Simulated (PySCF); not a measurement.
**Static response to an electric field**

Compound: C6H9ClO.
Structure used (GFN2-xTB), in Å, numbered top down from 1:
```xyz
17
C6H9ClO angstrom
Cl     2.822   -0.990    0.491
C      2.077    0.130   -0.682
C      0.604    0.253   -0.411
C     -0.324   -0.910   -0.712
C     -1.645   -0.496   -0.044
C     -1.244    0.372    1.160
C      0.045    1.022    0.707
O      0.031    1.520   -0.606
H      2.566    1.098   -0.573
H      2.265   -0.276   -1.676
H     -0.442   -1.079   -1.781
H      0.089   -1.811   -0.254
H     -2.244   -1.355    0.251
H     -2.221    0.109   -0.743
H     -1.035   -0.239    2.039
H     -2.012    1.103    1.410
H      0.661    1.561    1.415
```

Level: wB97X-D/def2-SVPD (PySCF), static field, nuclei fixed, core orbitals frozen in the response. The polarisability tensor in these axes (au):

```
x   89.30 -4.32 -1.39
y   -4.32 77.31  1.20
z   -1.39  1.20 77.16
```

**Question.** Give the principal values, the mean and the anisotropy Δα = √{½[(α1 − α2)² + (α2 − α3)² + (α1 − α3)²]}.

**Answer.** Principal values 75.55, 77.32 and 90.90 au; mean 81.26 au = 12.04 Å³ = 13.40 × 10⁻⁴⁰ C²·m²/J; Δα = 14.55 au (18 % of the mean).

**Question.** What is the dipole moment, and where does it point?

**Answer.** (-0.85, -0.35, 0.08) D, 0.93 D in size, pointing from the negative to the positive side. Measured along this direction, the outermost atoms are H9 at the negative end and H13 at the positive end.

**Question.** Form Σ f/ω² (atomic units) for the 8 lowest TDDFT singlets, given as eV and f, and set it beside the mean polarisability, which is this sum over all singlets: 7.26, 0.0237; 7.42, 0.0034; 7.87, 0.0308; 8.15, 0.0366; 8.25, 0.0262; 8.52, 0.0235; 8.59, 0.0107; 8.63, 0.0019.

**Answer.** They add up to 1.81 au, 2.2 % of the 81.26 au; the largest single term is 0.41 au, from the state at 8.15 eV. Terms in order: 0.33, 0.05, 0.37, 0.41, 0.28, 0.24, 0.11, 0.02 au. Higher excitations give the rest. The strengths listed sum to 0.157.

**Question.** Along which axes do the principal values lie, and how far do the nuclei extend along each?

**Answer.** Largest value along (0.94, -0.31, -0.12), where the nuclei span 5.32 Å; middle along (0.25, 0.40, 0.88), 4.14 Å; least along (0.23, 0.86, -0.45), 3.58 Å. The response follows the extents in order.

**Question.** In a dilute gas of rigid molecules at 500 K, how does the orientational term μ²/3kT compare with the electronic polarisability?

**Answer.** In Gaussian units μ²/3kT = 4.15 Å³ against 12.04 Å³, a ratio of 0.34; the Debye molar polarisation (4π/3)N_A(α + μ²/3kT) is 40.8 cm³/mol, leaving out the vibrational part.

**Question.** What molar refraction does this α imply?

**Answer.** Lorentz–Lorenz: R = (4π/3)N_A α = 2.5225 cm³/(mol·Å³) × 12.04 Å³ = 30.4 cm³/mol, in the limit of long wavelengths.

**Question.** What would n − 1 = 2πNα be for an ideal gas of these molecules at 500 K and 1 atm, electronic part alone?

**Answer.** N = p/kT = 1.4678 × 10¹⁹ cm⁻³, so n − 1 = 2π × N × 12.04 × 10⁻²⁴ cm³ = 1110 × 10⁻⁶ at long wavelengths, for an ideal gas.

The structure is a single GFN2-xTB conformer in the gas phase; no vibrational or solvent corrections.
